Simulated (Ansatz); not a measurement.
Molecule: C$_{6}$H$_{8}$N, charge 1, multiplicity 1. It need not be the lowest isomer of its formula. 
Geometry from a B3LYP-D3(BJ)/def2-TZVP (Ansatz, an electronic-structure program) optimisation:
SMILES: C1CCCC=1C#[NH+]
```xyz
15

C     -1.6329    -1.0137     0.6002
C     -1.8918     0.4985     0.4248
C     -0.5469     1.0738     0.1594
C      0.3490     0.0977    -0.1084
C     -0.2710    -1.2958    -0.0800
C      1.6731     0.3578    -0.4223
N      2.7792     0.5314    -0.6780
H     -2.4267    -1.6235     0.1761
H     -1.5648    -1.2492     1.6616
H     -2.3749     0.9710     1.2822
H     -2.5336     0.7226    -0.4381
H     -0.3295     2.1343     0.1545
H      0.3367    -2.0138     0.4684
H     -0.3838    -1.6662    -1.1011
H      3.7451     0.6954    -0.9003
```
Charge +1, spin multiplicity 1.

Basis-set convergence of Hartree-Fock and MP2 correlation energies (hartree) with Ansatz. Correlated levels leave the core frozen unless marked. Spin-orbit coupling is left out. Non-relativistic.

| basis | functions | E(HF) | E(corr, MP2) |
|---|---|---|---|
| cc-pVDZ | 138 | -286.06250 | -0.94215 |
| cc-pVTZ | 322 | -286.13829 | -1.14435 |
| cc-pVQZ | 625 | -286.15617 | -1.21573 |

Extrapolating the two largest sets (X = 3 and 4) as X^-3: E(corr) = (64·(-1.21573) - 27·(-1.14435))/37 = -1.2678 Eh, an estimate of the basis-set limit. The largest set recovers 95.9 % of it, the smallest 74.3 %.
